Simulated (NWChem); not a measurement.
Species: C$_{4}$H$_{3}$BO; SMILES C#CB(O)C#C

```xyz
9

B     -0.4307    -0.0248     0.0000
C      0.3432     1.3063     0.0000
C      0.9423     2.3662     0.0000
H      1.4800     3.2979     0.0000
C      0.3236    -1.3599     0.0000
C      0.9526    -2.4016     0.0000
H      1.5027    -3.3259     0.0000
O     -1.7835    -0.0432     0.0000
H     -2.1606     0.8438     0.0000
```
Atoms are numbered in this order, from 1.

All runs: NWChem. Structure relaxed at the PBE0/def2-SVP level. Atomic charges in e: unrestrained fits to the electrostatic potential beside Mulliken populations; buried atoms are poorly determined by the fit.

Question: What does the run give for B3LYP/def2-SVP? Quantities: ESP B1; Mulliken B1; ESP C2; Mulliken C2; ESP C3; Mulliken C3; ESP C5; Mulliken C5; ESP C6; Mulliken C6; relative RMS misfit of the potential (%).

Answer: 
| Quantity | Result |
|---|---|
| ESP B1 | 0.70 |
| Mulliken B1 | -0.19 |
| ESP C2 | -0.30 |
| Mulliken C2 | 0.11 |
| ESP C3 | -0.21 |
| Mulliken C3 | -0.13 |
| ESP C5 | -0.19 |
| Mulliken C5 | 0.19 |
| ESP C6 | -0.26 |
| Mulliken C6 | -0.14 |
| relative RMS misfit of the potential (%) | 26 |
